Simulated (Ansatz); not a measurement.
Basis-set extrapolation for CH₆AlFSSi (`[CH3][Al]([F])[S][SiH3]`) (PBE0-D4/def2-TZVP geometry, frozen core, Ansatz 0.2.0). Multiplicity 1, RHF reference.

```
                       def2-TZVPP    def2-QZVPP
                 HF  -1069.438011  -1069.472237
    MP2 correlation     -0.806060     -0.873690
CCSD(T) correlation     -0.890001       not run
```

Energies in hartree. Use E(X) = E(∞) + A·exp(−7.88·√X) for Hartree–Fock and E(X) = E(∞) + B·X^(−2.97) for correlation, with X = 3 and 4, and add CCSD(T) minus MP2 of the smaller set to the MP2 limit.

Question: What is the CCSD(T) energy at the basis-set limit?

Answer: HF limit: -1069.472237 + (-0.034226) × 0.13774 = -1069.47695. MP2 limit: -0.873690 + (-0.067630) × 0.74074 = -0.92379. Higher-order term: -0.890001 − (-0.806060) = -0.08394. Total: -1070.48468 hartree, 98.3 kcal/mol below CCSD(T)/def2-TZVPP.
